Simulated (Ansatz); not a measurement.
Stretching the Zn1–H2 bond in H2SeZn (SMILES [ZnH][SeH]) (multiplicity 1 held, fragments rigid). Energies count from the point at 1.536 Å.
Geometry at that point (charge 0, multiplicity 1):
```xyz
4

Zn    -0.7092    -0.5098    -0.8288
H     -1.6137    -1.1646    -1.8828
Se     0.6540     0.5053     0.7407
H      0.6550    -0.7187     1.5618
```

Restricted levels (R-, RO-) in cc, def2 and unpolarised 6-31G sets keep to the state of the molecule at rest. U- levels take the lowest unrestricted solution at each point, which mixes spins at long bonds. Curves can end on different states.

Programs: Ansatz (Gaussian basis) for Hartree–Fock, density functionals and correlated methods. Each number belongs to the level named beside it.

Q: One of these levels gives 107.95 kcal/mol for the energy at R = 4.914 Å. Which?
A. R-B3LYP/def2-TZVPP
B. U-r2SCAN/def2-TZVPP
C. U-HF/def2-TZVPP
D. R-wB97X-V/def2-TZVPP

A: A, R-B3LYP/def2-TZVPP. The others give 56.58 (U-HF/def2-TZVPP), 77.43 (U-r2SCAN/def2-TZVPP), 137.20 (R-wB97X-V/def2-TZVPP)

Doubts at one or more of the structures used: a spin-contaminated determinant (U-HF/def2-TZVPP, U-r2SCAN/def2-TZVPP); a restricted determinant that unrestricted orbitals would lower (R-B3LYP/def2-TZVPP, R-wB97X-V/def2-TZVPP).

Ansatz is a program for electronic structure.
